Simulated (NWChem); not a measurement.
Species: SiClF, singlet; SMILES F[Si]Cl

Low-valent species are run as closed-shell singlets; no triplet was tried in these runs.

Q: Give the equilibrium geometry at PBE-D3(BJ)/def2-SVP (NWChem) as a Z-matrix, with the point group.

A: point group Cs; any orientation.
```
Si
F 1 1.6466
Cl 1 2.1107 2 101.01
```
